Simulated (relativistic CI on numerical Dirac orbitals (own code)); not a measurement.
# Ca¹²⁺: q coefficients and field-shift factors

These numbers are calculated, not measured: Dirac-Coulomb-Breit CI, KLI orbitals optimised for each configuration, derivatives by finite differences, unscaled Slater integrals, QED left out (own radial code, finite nucleus).

Configuration list (outside the closed core 1s2): 2s2 2p4, 2s 2p5, 2p6, 2p5 3s, 2s2 2p3 3s, 2p5 3p, 2s2 2p3 3p, 2p5 3d. Levels of other configurations are missing.

With x = (α/α₀)² − 1 an excitation energy changes as ω = ω₀ + qx; K = 2q/ω₀ is the relative enhancement. Terms are leading LS components, so labels can repeat. The field-shift factor is F = δν/δ⟨r²⟩ for the transition from the lowest level.

Lowest level 2s2 2p4 3P_2.

| Level | ω₀ (cm⁻¹) | q (cm⁻¹) | K | F (GHz/fm²) |
| --- | --- | --- | --- | --- |
| 2s2 2p4 3P_1 | 24285 | 26590 | 2.19 | 0.000773 |
| 2s2 2p4 3P_0 | 28574 | 24370 | 1.71 | -0.0289 |
| 2s2 2p4 1D_2 | 90363 | 19870 | 0.44 | 0.0423 |
| 2s2 2p4 1S_0 | 174830 | 30390 | 0.348 | -0.862 |
| 2s 2p5 3P°_2 | 627282 | 36210 | 0.115 | -25.8 |
| 2s 2p5 3P°_1 | 647248 | 55390 | 0.171 | -25.8 |
| 2s 2p5 3P°_0 | 659008 | 68280 | 0.207 | -25.8 |
| 2s 2p5 1P°_1 | 869219 | 50250 | 0.116 | -26.9 |
| 2p6 1S_0 | 1482855 | 78190 | 0.105 | -51.2 |
| 2s2 2p3 3s 5S°_2 | 3330058 | 6377 | 0.00383 | 10.3 |
| 2s2 2p3 3s 3S°_1 | 3369665 | 5369 | 0.00319 | 10.2 |
| 2s2 2p3 3s 3D°_1 | 3450216 | -249.5 | -0.000145 | 10.3 |
| 2s2 2p3 3s 3D°_2 | 3451005 | 110.1 | 6.38e-05 | 10.3 |

At this charge energies of transitions that change n are usually good to better than 1 %, and those within a shell (Δn = 0) to a few per cent.
